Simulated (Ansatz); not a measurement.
`C#CCC#N` + `C=CC(=O)O` → `C#CCOC(=O)C=C` + `C#N`  (substitution at a C–C bond)

Gas-phase electronic energies from Ansatz, PBE0-D4/def2-TZVP geometries. CCSD(T)/CBS adds triple-zeta CCSD(T) − MP2 to the extrapolated MP2 energy (def2 sets, frozen cores). This one scheme is used for every species. Functionals use def2-TZVPP. B3LYP here is the variant with VWN-RPA as its local correlation; programs differ in this. One conformer a species, not always the lowest.

`C#CCC#N`:

Cartesian coordinates in Å:
```
C 1.931 0.344 -0.387
C 0.840 0.008 -0.027
C -0.481 -0.409 0.420
C -1.562 0.296 -0.262
N -2.426 0.839 -0.788
H 2.899 0.645 -0.711
H -0.586 -0.240 1.497
H -0.613 -1.484 0.256
```

`C=CC(=O)O`:

```xyz
9

C    -1.072    0.364    0.920
C    -0.675    0.194   -0.334
C     0.680   -0.236   -0.721
O     1.034   -0.387   -1.861
O     1.501   -0.448    0.324
H    -2.082    0.682    1.149
H    -0.398    0.189    1.751
H    -1.336    0.364   -1.176
H     2.348   -0.722   -0.051
```

`C#CCOC(=O)C=C`:

```xyz
14

C     0.632   -3.251    0.464
C     0.999   -2.217   -0.018
C     1.461   -0.971   -0.605
O     0.976    0.169    0.107
C    -0.237    0.619   -0.269
O    -0.881    0.138   -1.162
C    -0.635    1.774    0.562
C    -1.797    2.379    0.359
H     0.297   -4.167    0.889
H     2.548   -0.906   -0.549
H     1.147   -0.910   -1.649
H     0.060    2.089    1.332
H    -2.464    2.029   -0.421
H    -2.107    3.225    0.959
```

`C#N`:

Z-matrix (Å, degrees):
```
C
N 1 1.146
H 1 1.069 2 180.0
```

```csv
level,ΔE (kJ/mol)
ωB97X-V,60.6
r2SCAN,63.7
PBE0,71.3
B3LYP,65.1
MP2/def2-TZVPP,63.8
CCSD/def2-TZVPP,60.9
HF/CBS(def2),66.5
CCSD/CBS(def2),63.0
```

(1) What does CCSD(T)/CBS give? (Estimate.)

Largest T1 diagnostic among the species: 0.015.

Answers

(1) Ansatz gave: +60.2 kJ/mol. The listed levels differ from it by 0.4, 3.5, 11.1, 4.9, 3.6, 0.7, 6.3, 2.8 kJ/mol.

From PBE to PBE0 (25 % exact exchange), in def2-TZVPP and without D4, ΔE moves by +3.3 kJ/mol. The D4 term adds −5.0 kJ/mol with B3LYP and −3.1 kJ/mol with PBE0; it sums over pairs of atoms, weighted by their polarisabilities, and B3LYP, whose exchange is more repulsive, gets the larger term.
